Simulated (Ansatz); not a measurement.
`S[SiH2][GaH2]` + `O[SiH3]` → `[SiH3][O][GaH2]` + `[SiH3]S` at 700 K and 1 bar (cleavage of the Ga–Si bond).

Calculated with Ansatz (gas phase, PBE0-D4/def2-TZVP geometries, no zero-point term in ΔE). CCSD(T)/CBS is the MP2 limit (def2-TZVPP, def2-QZVPP) plus CCSD(T) − MP2 in def2-TZVPP, frozen cores. For Ga outer-core shells are correlated without core-valence functions, which leaves a few kJ/mol of doubt a bond. Scalar relativity is left out up to krypton. Each species was taken in one conformer, which may not be the lowest.

| species | CCSD(T)/CBS energy (Eh) | H − E (kJ/mol) | S (J/(mol·K)) |
| --- | --- | --- | --- |
| `S[SiH2][GaH2]` | -2613.80410 | 174.6 | 455.8 |
| `O[SiH3]` | -366.69042 | 144.6 | 321.6 |
| `[SiH3][O][GaH2]` | -2291.24790 | 176.8 | 427.2 |
| `[SiH3]S` | -689.27336 | 135.5 | 340.5 |

H − E and S are ideal-gas, rigid-rotor, harmonic terms from PBE0-D4/def2-TZVP, for one conformer and one mirror image of each species. 1 Eh = 2625.50 kJ/mol, R = 8.31446 J/(mol·K).

Task: By hand: ΔE, ΔH, ΔS and ΔG.

Result: ΔE = (-2291.24790) + (-689.27336) − (-2613.80410) − (-366.69042) = -0.02674 Eh = -70.2 kJ/mol. Δ(H − E) = 176.8 + 135.5 − 174.6 − 144.6 = -6.9, so ΔH = -77.1 kJ/mol. ΔS = 427.2 + 340.5 − 455.8 − 321.6 = -9.7 J/(mol·K). ΔG = -77.1 − 700 × (-9.7)/1000 = -70.3 kJ/mol.

Task: By hand: the equilibrium constant, and the temperature at which ΔG would vanish if ΔH and ΔS stayed fixed.

Result: log₁₀ K = −ΔG/(RT ln 10) = 5.2. ΔG = 0 at ΔH/ΔS = 7948 K, far beyond where these terms or the molecules hold.

The number of gas molecules stays the same, so ΔS is small and ΔH decides. A doubt of 5 kJ/mol in ΔE shifts log₁₀ K by 0.4 here. Other conformers and mirror images would add mixing entropy, several J/(mol·K) or more a flexible species. Modes under 60 cm⁻¹, often nearly free rotors, make the harmonic entropy too high. These are equilibria of isolated gas molecules and say nothing of rates. Largest T1 diagnostic: 0.014 (customary marks: 0.02 for closed shells, 0.045 for open ones).
